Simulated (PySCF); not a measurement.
# Tin: a sound run and one with changed settings

Sound run: Sn(2+) [Kr] 4d10 5s2, Sn(3+) [Kr] 4d10 5s1. Computed with PySCF 2.14 in cc-pVDZ-PP with ECP28MDF (4s3p2d, 23 functions), with a scalar-relativistic core potential. In the sound run the correlated levels freeze 4s2 4p6 4d10 outside the core potential. The sound run starts from symmetry-adapted Hartree-Fock orbitals and uses a fine grid where one is needed.

Changed run: initial guess minao, at most 50 SCF cycles.

```json
{"species": "Sn(2+)", "method": "UHF", "sound run (hartree)": "-212.57873", "changed run (hartree)": "-212.57873", "converged": "yes"}
{"species": "Sn(2+)", "method": "B3LYP", "sound run (hartree)": "-213.52864", "changed run (hartree)": "-213.52864", "converged": "yes"}
{"species": "Sn(2+)", "method": "CCSD(T)", "sound run (hartree)": "-212.61124", "changed run (hartree)": "-212.61124", "converged": "yes"}
{"species": "Sn(3+)", "method": "r2SCAN", "sound run (hartree)": "-212.40434", "changed run (hartree)": "-212.40434", "converged": "yes"}
```

Here the plain start reaches the same solutions.
